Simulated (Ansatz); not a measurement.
Consider the substitution at a C–O bond: `O[CH](F)[GeH3]` + `BS` → `BS[CH](F)[GeH3]` + H₂O.

Gas-phase electronic energies from Ansatz, PBE0-D4/def2-TZVP geometries. CBS: MP2 limit from def2 TZ/QZ plus the TZ coupled-cluster correction, frozen cores. This one scheme is used for every species. DFT in def2-TZVPP. B3LYP here is the variant with VWN-RPA as its local correlation; programs differ in this. For Ge outer-core shells are correlated without core-valence functions, which leaves a few kJ/mol of doubt a bond. Scalar relativity is left out up to krypton. Each species was taken in one conformer, which may not be the lowest.

CCSD(T)/CBS gives -17.5 kJ/mol.

(1) Another level gave -17.5 kJ/mol. Which?
A. PBE-D4/def2-TZVPP
B. r2SCAN/def2-TZVPP
C. B3LYP/def2-TZVPP
D. MP2/def2-TZVPP

Largest T1 diagnostic among the species: 0.015.

Results:

(1) D. MP2/def2-TZVPP -17.5, r2SCAN -5.3, PBE-D4 -10.8, B3LYP 1.9 kJ/mol.

The D4 term adds −8.9 kJ/mol with B3LYP and −5.0 kJ/mol with PBE0; it sums over pairs of atoms, weighted by their polarisabilities, and B3LYP, whose exchange is more repulsive, gets the larger term. In def2-TZVPP, CCSD(T) changes the Hartree–Fock value by −21.3 kJ/mol (the triples alone add −3.8 kJ/mol) and MP2 by −30.0 kJ/mol.

CCSD(T)/CBS has its own doubt, a few kJ/mol and more with outer-core shells, so smaller differences from it don't rank the levels.
